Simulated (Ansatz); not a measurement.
```xyz
13

C     0.387    1.435   -1.254
Al    0.232    0.299    0.330
C     1.298   -1.315    0.616
Cl   -0.413    1.301    2.117
Se   -2.145   -0.879   -0.247
H     0.432    0.852   -2.179
H    -0.439    2.146   -1.340
H     1.308    2.026   -1.204
H     0.910   -1.933    1.431
H     2.325   -1.044    0.887
H     1.359   -1.936   -0.283
H    -2.356   -1.309    1.140
H    -2.900    0.359   -0.015
```

The species carries charge 0 and has multiplicity 1.

List the B3LYP/def2-TZVPP orbital energies in eV (the Gaussian-basis code of Ansatz). (An estimate is asked.)

Ansatz gave: Occupied: -12352.67, -2761.23, -1582.00, -1523.93, -1420.16, -1420.14, -1420.09, -275.73, -275.73, -255.99, -214.31, -194.97, -194.90, -194.89, -158.38, -158.29, -158.11, -111.89, -72.60, -72.49, -72.39, -59.17, -59.14, -58.99, -58.92, -58.90, -21.21, -20.90, -18.33, -18.11, -12.70, -11.38, -10.85, -10.61, -10.53, -10.46, -10.40, -8.89, -8.40, -8.34, -7.74, -7.20. Lowest empty: -1.18, -0.77, 0.60, 0.80, 1.48, 1.60, 2.51, 2.60.

B3LYP here is the variant with VWN-RPA as its local correlation; programs differ in this.
